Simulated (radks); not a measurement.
These are the eigenvalues of the occupied orbitals of an atom or ion with whole-number occupations (eV). Calculated with a radial shooting solver on a logarithmic mesh with Libxc functionals: Dirac Kohn-Sham, BLYP, spin-unpolarised, spherical densities, finite nucleus; Fermi nuclear charge, rms radius of each element as measured or else 0.836 A^(1/3) + 0.57 fm.

orbital  eigenvalue
1s1/2     -4191.458
2s1/2     -637.4694
2p1/2     -562.7580
2p3/2     -558.9193

Which element is it, and in what charge state? The configuration may be excited. Open shells, if any, fill j = l - 1/2 first.

Answer. Z = 20, calcium, charge +10: Ca10+ in [Ne]. The list shows which subshells hold electrons but not how many an open one holds; the 1s level, -154.03 hartree, gives Z - s = 17.6 by -(Z - s)^2/2, which with screening and relativity narrows Z to a few neighbours, and the depths of the outer levels then fix element, charge and occupations together.
